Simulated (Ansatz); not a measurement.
A made-up structure of InH2ClO, closed shell:

O1  (-1.390, 0.132, -0.577)
In2  (0.450, 0.402, 0.067)
Cl3  (-2.254, 0.953, -1.762)
H4  (-1.682, -0.775, -0.447)
H5  (1.334, 1.839, 0.026)
(Å)

It is relaxed with PBE-D4/def2-SVP and then PBE0-D4/def2-TZVP (Ansatz 0.2.0). Atoms count as bonded within 1.22 times the sum of their covalent radii (H–H: 0.88 Å). The end point is not checked to be a true minimum.

Question: Does its bonding change? (Judge from chemistry; the calculation decides.)

Answer: By the calculation: Yes. Formed: none; broken: O1–Cl3.

Where it ends: The first stage lowers the energy by 1.59 eV in 11 steps. It ends as a complex of InH₂O ([OH][InH]) + Cl:
O1  (-1.227, 0.199, -0.682)
In2  (0.561, 0.449, 0.230)
Cl3  (-2.929, 0.779, -1.965)
H4  (-1.661, -0.645, -0.506)
H5  (1.713, 1.768, 0.231)
(Å)

Labels in which every atom is bracketed show which atoms are joined, not bond orders.

For scale, one of the runs: PBE0-D4/def2-TZVP relaxation, 130 basis functions, launched by `ansatz run in.yaml --threads 2 --pin off --events-out ev --progress --plain --max-ram 4352MiB`. Hardware: 2 CPU threads of an Arm Neoverse V2, shared host. Wall time about 30 s.
